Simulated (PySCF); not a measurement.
**Correlation energy of Bi (bismuth, neutral)**

[Xe] 4f14 5d10 6s2 6p2 6d1, one real determinant (an excited configuration). All numbers are calculated (PySCF 2.14, scalar relativity by spin-free X2C-1e, in aug-cc-pwCVTZ-DK3 (11s10p8d5f1g, 125 functions)). Frozen: [Kr] 4d10 4f14; 23 electrons correlated.

MP2 pair energies summed by pair of shells (mhartree):

```tsv
pair	energy	share (%)
5d-5d	-285.97	41.5
5p-5d	-116.68	16.9
5d-6s	-93.03	13.5
5d-6p	-46.71	6.8
5p-5p	-32.86	4.8
6s-6p	-23.82	3.5
5s-5d	-20.89	3.0
5s-5p	-15.34	2.2
6s-6s	-12.16	1.8
5p-6s	-12.12	1.8
6s-6d	-6.23	0.9
5p-6p	-4.96	0.7
6p-6d	-4.93	0.7
5d-6d	-4.78	0.7
6p-6p	-3.76	0.5
5s-5s	-2.76	0.4
5s-6s	-1.16	0.2
5s-6p	-0.52	0.1
5p-6d	-0.23	0.0
5s-6d	-0.03	0.0
```

Total MP2 correlation energy: -688.96 mhartree.

Same-spin part -244.40 and opposite-spin part -444.56 mhartree; SCS-MP2 scales them by 1/3 and 6/5 to -614.94 mhartree.

The reference is one real determinant that mixes LS terms of this configuration.

Spin-orbit coupling is strong in this species, so the high-spin LS determinant is a model state.
